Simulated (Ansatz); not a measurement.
A series at Si: from `CC(C)[Si](Cl)(C(C)C)C(C)C`, ligands are replaced one by one, each step taking up HCl and setting free `CCC`; n counts the steps. Ansatz, PBE0-D4/def2-TZVP geometries. Each molecule was computed in one conformer, which needn't be the lowest.

CBS adds triple-zeta CCSD(T) − MP2 to the MP2 limit, frozen cores; atoms without spin–orbit coupling. 

| n | molecule | atomization energy, CCSD(T)/CBS (kJ/mol) |
| --- | --- | --- |
| 0 | `CC(C)[Si](Cl)(C(C)C)C(C)C` | 12617.0 |
| 1 | `CC(C)[Si](Cl)(Cl)C(C)C` | 8970.2 |
| 2 | `CC(C)[Si](Cl)(Cl)Cl` | 5306.2 |
| 3 | `Cl[Si](Cl)(Cl)Cl` | ? |

Q: By hand: fit a straight line y = ȳ + b (n − n̄) to the 3 given rows and predict n = 3.

A: n̄ = 1.000, ȳ = 8964.47; Σ(n − n̄)(y − ȳ) = -7310.80, Σ(n − n̄)² = 2.000, so b = -3655.40 kJ/mol a step. Prediction: 8964.47 + (-3655.40) × (2.000) = 1653.7 kJ/mol.

Q: By hand: compare with the computed value, 1619.8 kJ/mol, and give the steps along the whole series.

A: The line misses by -33.9 kJ/mol (computed minus predicted). Steps: -3646.8, -3664.0, -3686.4 kJ/mol.

The steps differ by up to 39.6 kJ/mol, small against a whole step but well beyond the method's doubt, so the ligands' effects don't simply add. The miss is 0.3 % of the series' range. The energies themselves are unsure by some kJ/mol a bond, though much of that is common to the series.
